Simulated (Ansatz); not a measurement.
Consider the homolysis of the F–Si bond: `O[SiH2]S[SiH2]F` → F• + `O[SiH2]S[SiH2]`•.

Isolated molecules relaxed with PBE0-D4/def2-TZVP in Ansatz; ΔE leaves out vibrations. CCSD(T)/CBS is the MP2 limit (def2-TZVPP, def2-QZVPP) plus CCSD(T) − MP2 in def2-TZVPP, frozen cores. This one scheme is used for every species, atoms too. Functionals use def2-TZVPP. No spin–orbit coupling; open shells (•) take unrestricted orbitals. Spin–orbit coupling would lower the free atoms: a little for F. Each species was taken in one conformer, which may not be the lowest.

`O[SiH2]S[SiH2]F`:

Cartesian coordinates in Å:
```
O -1.728 0.975 0.920
Si -0.548 -0.092 1.316
S -0.103 -1.468 -0.267
Si 1.065 -0.171 -1.468
F 2.596 -0.207 -1.016
H -2.572 0.626 0.628
H 0.634 0.737 1.630
H -0.943 -0.963 2.449
H 0.997 -0.666 -2.859
H 0.602 1.228 -1.334
```

`O[SiH2]S[SiH2]`•:

Z-matrix (Å, degrees):
```
Si
S 1 2.143
O 1 1.638 2 112.9
H 1 1.476 2 107.2 3 116.2
H 1 1.486 2 107.3 3 -123.1
Si 2 2.129 1 97.0 3 87.8
H 3 0.959 1 118.0 2 -58.4
H 6 1.495 2 110.2 1 -36.9
H 6 1.489 2 107.5 1 -156.6
```

```tsv
level	ΔE (kJ/mol)
r2SCANh-D4	620.4
BHLYP-D4	607.3
B2PLYP	635.7
PBE-QIDH	630.1
BHLYP	606.2
CAM-B3LYP	640.6
RPA@PBE/def2-TZVPP	586.6
HF/CBS(def2)	492.0
```

**Question.** What does CCSD(T)/CBS give? (Best estimate.)

**Answer.** Ansatz gave: +652.6 kJ/mol. The listed levels differ from it by -32.2, -45.3, -16.9, -22.5, -46.4, -12.0, -66.0, -160.6 kJ/mol.

Largest T1 diagnostic among the species: 0.015.

At CCSD(T), def2-SVP lies −62.3 kJ/mol from the extrapolated value and def2-TZVPP −21.4 kJ/mol: correlation converges slowly with the basis, and small sets miss more of it in the bonded molecule than in its fragments. Leaving LDA and LC-ωPBE aside and taking each functional with its dispersion term where it has one, the values, not all of them listed here, spread over 39.2 kJ/mol, from BHLYP-D4 to ωB97M-V. LDA lies +86.8 kJ/mol from PBE without D4, its usual overbinding.

CCSD(T)/CBS has its own doubt, a few kJ/mol and more with outer-core shells, so smaller differences from it don't rank the levels.
